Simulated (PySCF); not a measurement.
Molecule: Methyltrichlorosilane (C[Si](Cl)(Cl)Cl, CH3Cl3Si).

Structure with atom numbers: `[CH3:1][Si:2]([Cl:3])([Cl:4])[Cl:5]`; H(Xn) means a hydrogen on atom n.

Geometry PBE0-D3(BJ)/def2-SVP throughout; GIAO in PySCF 2.14, gas phase, one conformer, non-relativistic; equivalent atoms averaged; functional PBE0.

Task: How do the absolute shieldings σ depend on the basis set? (ppm; last column core-seconds on shared hosts with different chips, so compare them loosely)

Result: 
```tsv
basis set	functions	C1	Si2	Cl3/Cl4/Cl5	H(C1)	core-s
STO-3G	44	230.2	478.3	1109.0	31.41	2.4
6-31G	67	188.8	343.6	832.0	31.84	5
pcSseg-0	67	180.2	237.0	840.1	31.82	9.2
6-31G*	92	184.2	359.3	830.5	31.42	6.4
def2-SVP	101	183.0	361.1	847.2	30.59	6.2
cc-pVDZ	101	185.4	378.0	841.4	30.48	16
pcSseg-1	128	172.8	309.2	802.4	30.40	11
aug-cc-pVDZ	158	184.0	388.4	829.3	30.31	29
6-311+G(2d,p)	185	174.4	309.0	793.9	30.56	15
def2-TZVP	197	175.2	301.1	793.9	30.57	17
cc-pVTZ	208	175.6	327.9	816.0	30.35	44
IGLO-III	241	171.2	316.6	799.2	30.45	54
pcSseg-2	250	172.8	308.3	800.8	30.39	24
```

Task: Which nucleus moves most, in ppm?

Result: Cl3/Cl4/Cl5 (chlorine bonded to Si): from 793.9 ppm with 6-311+G(2d,p) to 1109.0 ppm with STO-3G. The smallest spread is 1.53 ppm, at H(C1). Proton shifts span only some 12 ppm, so a few tenths of a ppm matter as much there as several ppm in carbon.

Task: Taking the largest basis, pcSseg-2 (250 functions), as the yardstick, rank the others by their worst heavy-atom deviation.

Result: pcSseg-1 1.6 ppm (128 functions), 6-311+G(2d,p) 6.9 ppm (185 functions), def2-TZVP 7.2 ppm (197 functions), IGLO-III 8.3 ppm (241 functions), cc-pVTZ 19.6 ppm (208 functions), 6-31G 35.3 ppm (67 functions), 6-31G* 51.0 ppm (92 functions), def2-SVP 52.9 ppm (101 functions), cc-pVDZ 69.7 ppm (101 functions), pcSseg-0 71.3 ppm (67 functions), aug-cc-pVDZ 80.1 ppm (158 functions), STO-3G 308.2 ppm (44 functions).

A small basis that lands close on one nucleus may do so by chance; judge by the trend and by all nuclei.
